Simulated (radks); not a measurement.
Question: Coherent X-ray form factor from a spherical all-electron density. Method: non-relativistic Kohn-Sham, r2SCAN, spin-polarised, spherical densities, point nucleus; meta-GGA in the generalised Kohn-Sham scheme; computed with a radial shooting solver on a logarithmic mesh with Libxc functionals.

sin(theta)/lambda (1/angstrom),f0 (electrons)
0.05,7.793
0.1,7.230
0.15,6.453
0.2,5.608
0.25,4.800
0.3,4.089
0.4,3.016
0.5,2.349
0.6,1.954
0.8,1.570
1,1.375
1.25,1.180
1.5,0.994
2,0.671

The species is in the configuration that NIST lists as its ground one. Which atom or ion scatters so?

Answer: Neutral oxygen, [He] 2s2 2p4. Extrapolating in s^2 from the first two rows gives f0(0) = 8.0, near the electron count 8; among species with that count, the fall with angle is slower the higher Z, and the table is that of Z = 8; from so few rows the species is fixed only to a neighbour or two.
